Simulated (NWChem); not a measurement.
Species: AlCl, singlet; SMILES [Al][Cl]

Program: NWChem. Low-valent species are run as closed-shell singlets; no triplet was tried in these runs. Structure relaxed at the PBE0/def2-SVP level.

### Question
Order these by “dipole (D)”, lowest first: PBE0/def2-SVP; PBE0/STO-3G; PBE0/pcseg-1.

### Answer
PBE0/def2-SVP (1.27), PBE0/pcseg-1 (1.75), PBE0/STO-3G (3.96)
